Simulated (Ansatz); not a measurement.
Species: C$_{5}$H$_{7}$Si, net charge 0, doublet state. It need not be the lowest isomer of its formula. SMILES: [SiH3]C1=[C]CC=C1
Geometry from a B3LYP-D3(BJ)/def2-TZVP (Ansatz, a quantum-chemistry and plane-wave program) optimisation:
```
C
C 1 1.3323
C 2 1.4905 1 114.71
H 3 1.0945 2 112.27 1 119.75
H 3 1.0945 4 106.91 2 -123.55
C 1 1.4933 2 104.62 3 0.00
C 6 1.3425 1 110.76 2 0.00
H 7 1.0802 6 126.80 1 -180.00
H 6 1.0820 7 125.85 8 0.00
Si 1 1.8582 2 128.11 3 -180.00
H 10 1.4787 1 109.66 2 0.00
H 10 1.4832 11 109.57 1 -121.04
H 10 1.4832 11 109.57 12 -117.93
```
Charge 0, spin multiplicity 2.

Property: atomisation energy (electronic, to ground-state atoms), in kJ/mol. Cores are frozen in the correlated levels unless marked. UHF or UKS for open shells. No spin-orbit coupling. Non-relativistic. The coupled-cluster limit lacks core correlation, which all-electron functionals hold. Basis-set limits of correlation are two-point, X^-3; Hartree-Fock from the larger set.

| level | program | atomisation energy (kJ/mol) |
|---|---|---|
| r2SCAN/def2-TZVPD | Ansatz | 5344.4 |
| PBE0/STO-3G | Ansatz | 6458.5 |
| HSE06/def2-TZVPD | Ansatz | 5359.2 |
| wB97X-V/def2-TZVPD | Ansatz | 5321.4 |
| B2GP-PLYP-D4/def2-TZVPD | Ansatz + dftd4 | 5250.6 |
| CCSD(T)/cc-pV(D+d)Z | Ansatz | 4908.2 |
| CCSD(T)/CBS(cc-pV(T+d)Z,cc-pV(Q+d)Z) | Ansatz | 5300.5 |

The UHF reference is spin-contaminated (<S^2> 0.49 over the pure value in the largest basis).
